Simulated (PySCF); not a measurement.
## Computed properties of H₃OSi, SMILES [OH+]=[SiH2], charge +1

H₃OSi, SMILES [OH+]=[SiH2], charge +1. Coordinates come from a B3LYP-D3(BJ)/def2-TZVP optimisation. The isomer is the one that the SMILES or the coordinates give; other isomers of the formula were not compared. One conformer was computed; it need not be the lowest. All values are computed for the isolated molecule unless a solvent is named; none is compared with measurement here.

**Structure.** The optimised structure has Cs symmetry. All 9 harmonic modes at B3LYP-D3(BJ)/def2-TZVP (PySCF) are real, so it is a minimum.

**Vibrations.** The strongest infrared lines (harmonic, unscaled, degenerate partners summed) lie at 3776 cm⁻¹ (369 km/mol, H 94 %), 571 cm⁻¹ (174 km/mol, H 88 %, O 11 %), 735 cm⁻¹ (168 km/mol, H 71 %, O 19 %, Si 9 %). The softest mode is at 571 cm⁻¹ and the zero-point energy is 18.8 kcal/mol.

**Electronic structure.** ωB97X/def2-TZVPD (PySCF) places the frontier levels at -19.21 and -6.59 eV, a gap of 12.62 eV and a mean polarisability of 23.3 bohr³. PBE/def2-TZVPD (PySCF) at the same geometry gives -15.23 and -9.83 eV, so its gap is 7.22 eV narrower. An orbital gap is neither the optical nor the fundamental gap.

**Excitations.** TDA-B3LYP/def2-TZVPD (PySCF) has S1 at 5.97 eV (208 nm, f = 0.000, dark); the most intense of the 10 singlets computed lies at 9.78 eV (f = 0.13). T1 (TDA) is at 5.45 eV, 0.52 eV under S1. No vertical singlet excitation falls in the visible range (under 3.1 eV).

**NMR.** GIAO shifts at KT2/pcSseg-2 (PySCF) (non-relativistic, atoms alike by connectivity averaged): ¹H from 7.1 to 9.4 ppm against TMS; ²⁹Si at 127.9 ppm against TMS.
